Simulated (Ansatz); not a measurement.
Consider the formal loss of a carbene: `FCCC(F)(F)CF` → `CC(F)(F)CF` + `[CH]F`.

Program: Ansatz. Geometries: PBE0-D4/def2-TZVP. ΔE: electronic, gas phase. CBS: MP2 limit from def2 TZ/QZ plus the TZ coupled-cluster correction, frozen cores. This one scheme is used for every species. DFT in def2-TZVPP. Each species was taken in one conformer, which may not be the lowest.

Question: Is it downhill or uphill in electronic energy at CCSD(T)/CBS, and by how much? (Best estimate.)

Answer: The calculation gave: Uphill: ΔE = +362.0 kJ/mol.

Question: What do these levels give: LDA (SPW92), r2SCANh-D4, ωB97M-V, PBE, r2SCAN, BHLYP? (An estimate is asked.)

Answer: Ansatz gave: LDA (SPW92) 428.6, r2SCANh-D4 383.2, ωB97M-V 360.2, PBE 367.6, r2SCAN 378.6, BHLYP 357.8 kJ/mol.

Largest T1 diagnostic among the species: 0.018.

From BLYP to BHLYP (50 % exact exchange), in def2-TZVPP and without D4, ΔE moves by +27.2 kJ/mol. In def2-TZVPP, CCSD(T) changes the Hartree–Fock value by +40.6 kJ/mol (the triples alone add +2.7 kJ/mol) and MP2 by +66.6 kJ/mol. Leaving LDA and LC-ωPBE aside and taking each functional with its dispersion term where it has one, the values, not all of them listed here, spread over 40.3 kJ/mol, from BLYP-D4 to r2SCAN0-D4. LDA lies +61.0 kJ/mol from PBE without D4.
